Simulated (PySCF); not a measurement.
Isomers of C3H10F2OSi2.

All values: PBE0/pcSseg-1 (PySCF) at GFN2-xTB geometries, gas phase, one conformer each.

(1) Rank by the lowest IAO charge on any atom, lowest value first.
A. `[CH3:1][Si@@H:2]([F:3])[CH2:4][C@H:5]([F:6])[SiH2:7][OH:8]` with C1–Si2–C4–C5 73°, Si2–C4–C5–F6 -57°, C4–C5–Si7–O8 -65°, C5–Si7–O8–H 179°
B. `[CH3:1][Si:2]([CH3:3])([CH2:4][F:5])[O:6][SiH2:7][F:8]` with C1–Si2–C4–F5 -65°, C1–Si2–O6–Si7 -25°, Si2–O6–Si7–F8 -23°
C. `[F:1][CH:2]([F:3])[O:4][C@H:5]([SiH3:6])[CH2:7][SiH3:8]` with F1–C2–O4–C5 -164°, C2–O4–C5–Si6 -94°, O4–C5–C7–Si8 -45°
D. `[CH3:1][C:2]([SiH3:3])([SiH3:4])[O:5][CH:6]([F:7])[F:8]` with C1–C2–O5–C6 71°, C2–O5–C6–F7 86°
E. `[CH3:1][O:2][C@H:3]([SiH3:4])[C:5]([F:6])([F:7])[SiH3:8]` with C1–O2–C3–Si4 -138°, O2–C3–C5–F6 -105°
F. `[CH3:1][CH:2]([CH3:3])[O:4][SiH2:5][SiH:6]([F:7])[F:8]` with C1–C2–O4–Si5 -83°, C2–O4–Si5–Si6 -179°, O4–Si5–Si6–F7 -153°

(2) Rank by the highest Hirshfeld charge on any atom, lowest value first.
A. `[CH3:1][Si:2]([CH3:3])([CH2:4][F:5])[O:6][SiH2:7][F:8]` with C1–Si2–C4–F5 -65°, C1–Si2–O6–Si7 -25°, Si2–O6–Si7–F8 -23°
B. `[CH3:1][Si@@H:2]([F:3])[CH2:4][C@@H:5]([F:6])[SiH2:7][OH:8]` with C1–Si2–C4–C5 -64°, Si2–C4–C5–F6 64°, C4–C5–Si7–O8 60°, C5–Si7–O8–H 178°
C. `[CH3:1][C:2]([SiH3:3])([SiH3:4])[O:5][CH:6]([F:7])[F:8]` with C1–C2–O5–C6 71°, C2–O5–C6–F7 86°
D. `[F:1][CH2:2][CH2:3][C@H:4]([SiH3:5])[O:6][SiH2:7][F:8]` with F1–C2–C3–C4 65°, C2–C3–C4–Si5 -164°, C3–C4–O6–Si7 -60°, C4–O6–Si7–F8 74°
E. `[CH3:1][O:2][C@@H:3]([F:4])[SiH2:5][SiH2:6][CH2:7][F:8]` with C1–O2–C3–F4 67°, O2–C3–Si5–Si6 51°, C3–Si5–Si6–C7 21°, Si5–Si6–C7–F8 43°
F. `[CH3:1][CH:2]([CH3:3])[O:4][SiH2:5][SiH:6]([F:7])[F:8]` with C1–C2–O4–Si5 -83°, C2–O4–Si5–Si6 -179°, O4–Si5–Si6–F7 -153°

(3) Rank by the highest IAO charge on any atom, highest value first.
A. `[CH3:1][O:2][C@@H:3]([F:4])[SiH2:5][SiH2:6][CH2:7][F:8]` with C1–O2–C3–F4 67°, O2–C3–Si5–Si6 51°, C3–Si5–Si6–C7 21°, Si5–Si6–C7–F8 43°
B. `[CH3:1][Si@@H:2]([F:3])[CH2:4][C@@H:5]([F:6])[SiH2:7][OH:8]` with C1–Si2–C4–C5 -64°, Si2–C4–C5–F6 64°, C4–C5–Si7–O8 60°, C5–Si7–O8–H 178°
C. `[CH3:1][C:2]([SiH3:3])([SiH3:4])[O:5][CH:6]([F:7])[F:8]` with C1–C2–O5–C6 71°, C2–O5–C6–F7 86°
D. `[F:1][CH2:2][CH2:3][C@H:4]([SiH3:5])[O:6][SiH2:7][F:8]` with F1–C2–C3–C4 65°, C2–C3–C4–Si5 -164°, C3–C4–O6–Si7 -60°, C4–O6–Si7–F8 74°
E. `[CH3:1][Si:2]([CH3:3])([CH2:4][F:5])[O:6][SiH2:7][F:8]` with C1–Si2–C4–F5 -65°, C1–Si2–O6–Si7 -25°, Si2–O6–Si7–F8 -23°
F. `[CH3:1][CH2:2][O:3][Si:4]([F:5])([F:6])[CH2:7][SiH3:8]` with C1–C2–O3–Si4 180°, C2–O3–Si4–F5 55°, O3–Si4–C7–Si8 180°

Answers

(1) B (-0.880 e), A (-0.796 e), F (-0.655 e), C (-0.537 e), D (-0.429 e), E (-0.387 e).

(2) E (+0.245 e), C (+0.309 e), F (+0.437 e), B (+0.452 e), D (+0.469 e), A (+0.486 e).

(3) F (+1.700 e), E (+1.297 e), D (+1.262 e), B (+1.220 e), C (+0.615 e), A (+0.460 e).

All values together:

```tsv
SMILES	μ (D)	HOMO (eV)	LUMO (eV)	lowest IAO charge (e)	highest IAO charge (e)	lowest Hirshfeld charge (e)	highest Hirshfeld charge (e)
C[Si@@H](F)C[C@@H](F)[SiH2]O	2.79	-7.84	0.12	-0.796 (O)	+1.220 (Si)	-0.301 (O)	+0.452 (Si)
CC([SiH3])([SiH3])OC(F)F	3.08	-8.24	0.17	-0.429 (C)	+0.615 (Si)	-0.131 (O)	+0.309 (Si)
CO[C@H]([SiH3])C(F)(F)[SiH3]	2.53	-7.82	0.59	-0.387 (O)	+0.619 (Si)	-0.116 (F)	+0.301 (Si)
FC(F)O[C@H]([SiH3])C[SiH3]	2.88	-8.08	0.42	-0.537 (C)	+0.610 (C)	-0.161 (C)	+0.305 (Si)
C[Si](C)(CF)O[SiH2]F	1.99	-7.99	0.75	-0.880 (O)	+1.297 (Si)	-0.301 (O)	+0.486 (Si)
CO[C@@H](F)[SiH2][SiH2]CF	2.11	-8.12	-0.40	-0.382 (O)	+0.460 (Si)	-0.131 (F)	+0.245 (Si)
C[Si@@H](F)C[C@H](F)[SiH2]O	2.78	-7.91	0.08	-0.796 (O)	+1.226 (Si)	-0.302 (O)	+0.451 (Si)
FCC[C@H]([SiH3])O[SiH2]F	0.64	-8.14	0.56	-0.645 (O)	+1.262 (Si)	-0.214 (O)	+0.469 (Si)
C[SiH2]O[Si@H](C)C(F)F	2.30	-8.00	0.51	-0.881 (O)	+1.150 (Si)	-0.303 (O)	+0.427 (Si)
CCO[Si](F)(F)C[SiH3]	2.22	-8.87	0.64	-0.879 (C)	+1.700 (Si)	-0.246 (C)	+0.551 (Si)
CC(C)O[SiH2][SiH](F)F	3.85	-8.39	-0.89	-0.655 (O)	+1.213 (Si)	-0.218 (O)	+0.437 (Si)
FC(F)OCC([SiH3])[SiH3]	2.82	-8.82	0.31	-0.660 (C)	+0.608 (C)	-0.203 (C)	+0.316 (Si)
```

Conformers: `[CH3:1][Si@@H:2]([F:3])[CH2:4][C@@H:5]([F:6])[SiH2:7][OH:8]` with C1–Si2–C4–C5 -64°, Si2–C4–C5–F6 64°, C4–C5–Si7–O8 60°, C5–Si7–O8–H 178°; `[CH3:1][C:2]([SiH3:3])([SiH3:4])[O:5][CH:6]([F:7])[F:8]` with C1–C2–O5–C6 71°, C2–O5–C6–F7 86°; `[CH3:1][O:2][C@H:3]([SiH3:4])[C:5]([F:6])([F:7])[SiH3:8]` with C1–O2–C3–Si4 -138°, O2–C3–C5–F6 -105°; `[F:1][CH:2]([F:3])[O:4][C@H:5]([SiH3:6])[CH2:7][SiH3:8]` with F1–C2–O4–C5 -164°, C2–O4–C5–Si6 -94°, O4–C5–C7–Si8 -45°; `[CH3:1][Si:2]([CH3:3])([CH2:4][F:5])[O:6][SiH2:7][F:8]` with C1–Si2–C4–F5 -65°, C1–Si2–O6–Si7 -25°, Si2–O6–Si7–F8 -23°; `[CH3:1][O:2][C@@H:3]([F:4])[SiH2:5][SiH2:6][CH2:7][F:8]` with C1–O2–C3–F4 67°, O2–C3–Si5–Si6 51°, C3–Si5–Si6–C7 21°, Si5–Si6–C7–F8 43°; `[CH3:1][Si@@H:2]([F:3])[CH2:4][C@H:5]([F:6])[SiH2:7][OH:8]` with C1–Si2–C4–C5 73°, Si2–C4–C5–F6 -57°, C4–C5–Si7–O8 -65°, C5–Si7–O8–H 179°; `[F:1][CH2:2][CH2:3][C@H:4]([SiH3:5])[O:6][SiH2:7][F:8]` with F1–C2–C3–C4 65°, C2–C3–C4–Si5 -164°, C3–C4–O6–Si7 -60°, C4–O6–Si7–F8 74°; `[CH3:1][SiH2:2][O:3][Si@H:4]([CH3:5])[CH:6]([F:7])[F:8]` with C1–Si2–O3–Si4 -52°, Si2–O3–Si4–C5 152°, O3–Si4–C6–F7 -60°; `[CH3:1][CH2:2][O:3][Si:4]([F:5])([F:6])[CH2:7][SiH3:8]` with C1–C2–O3–Si4 180°, C2–O3–Si4–F5 55°, O3–Si4–C7–Si8 180°; `[CH3:1][CH:2]([CH3:3])[O:4][SiH2:5][SiH:6]([F:7])[F:8]` with C1–C2–O4–Si5 -83°, C2–O4–Si5–Si6 -179°, O4–Si5–Si6–F7 -153°; `[F:1][CH:2]([F:3])[O:4][CH2:5][CH:6]([SiH3:7])[SiH3:8]` with F1–C2–O4–C5 -88°, C2–O4–C5–C6 77°, O4–C5–C6–Si7 178°.
